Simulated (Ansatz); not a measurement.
`[NH2][Sn][Cl]` + H₂S → `[SH][Sn][Cl]` + NH₃ at 400 K and 1 bar (ligand exchange at the Sn–N bond).

Program: Ansatz. Geometries: PBE0-D4/def2-TZVP. ΔE: electronic, gas phase. CCSD(T)/CBS adds triple-zeta CCSD(T) − MP2 to the extrapolated MP2 energy (def2 sets, frozen cores). This one scheme is used for every species. def2 core potentials past Kr. For Sn outer-core shells are correlated without core-valence functions, which leaves a few kJ/mol of doubt a bond. One conformer a species, not always the lowest.

```csv
species,CCSD(T)/CBS energy (Eh),H − E (kJ/mol),S (J/(mol·K))
`[NH2][Sn][Cl]`,-729.78832,90.2,330.4
H₂S,-398.97279,53.4,215.9
`[SH][Sn][Cl]`,-1072.27294,48.5,338.9
NH₃,-56.50880,104.2,203.1
```

H − E and S are ideal-gas, rigid-rotor, harmonic terms from PBE0-D4/def2-TZVP, for one conformer and one mirror image of each species. 1 Eh = 2625.50 kJ/mol, R = 8.31446 J/(mol·K).

By hand: ΔE, ΔH, ΔS and ΔG.

ΔE = (-1072.27294) + (-56.50880) − (-729.78832) − (-398.97279) = -0.02063 Eh = -54.2 kJ/mol. Δ(H − E) = 48.5 + 104.2 − 90.2 − 53.4 = 9.1, so ΔH = -45.1 kJ/mol. ΔS = 338.9 + 203.1 − 330.4 − 215.9 = -4.3 J/(mol·K). ΔG = -45.1 − 400 × (-4.3)/1000 = -43.4 kJ/mol.

By hand: the equilibrium constant, and the temperature at which ΔG would vanish if ΔH and ΔS stayed fixed.

log₁₀ K = −ΔG/(RT ln 10) = 5.7. ΔG = 0 at ΔH/ΔS = 10488 K, far beyond where these terms or the molecules hold.

The number of gas molecules stays the same, so ΔS is small and ΔH decides. A doubt of 5 kJ/mol in ΔE shifts log₁₀ K by 0.7 here. Other conformers and mirror images would add mixing entropy, several J/(mol·K) or more a flexible species. These are equilibria of isolated gas molecules and say nothing of rates. Largest T1 diagnostic: 0.016 (customary marks: 0.02 for closed shells, 0.045 for open ones).
